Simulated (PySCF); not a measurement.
# RbBe⁺ at PBE0

Computed with PBE0; PySCF, scalar-relativistic core potentials, basis sets Rb def2-SVP with ECP28, Be def2-SVP.

```
state                                                                                                              : ¹Σ⁺ (singlet), closed shell
bond length                                                                                                        : 3.710 Å
harmonic wavenumber                                                                                                : 120 cm⁻¹
force constant                                                                                                     : 0.0693 mdyn/Å
rotational constant Be                                                                                             : 0.1504 cm⁻¹
anharmonicity ωexe                                                                                                 : 2.38 cm⁻¹
vibration–rotation constant αe                                                                                     : 0.00324 cm⁻¹
well depth De to Rb⁺ + Be                                                                                          : 0.20 eV
dissociation energy D0                                                                                             : 0.19 eV
HOMO–LUMO gap                                                                                                      : 4.78 eV
bond order (Mayer)                                                                                                 : 0.06
dipole moment (positive dipole points towards Be; it is taken about the centre of mass and depends on that origin) : 0.61 D
```

Closed-shell solutions of metal pairs were not tested for spin polarisation, which can lower them a little. The bond is weak. Basis-set superposition, not corrected here, can be much of De in a small basis, most of all at correlated wavefunction levels. For an ion De counts to the pair picked by the measured ionisation energies or electron affinities, which need not be the lowest pair at this level.
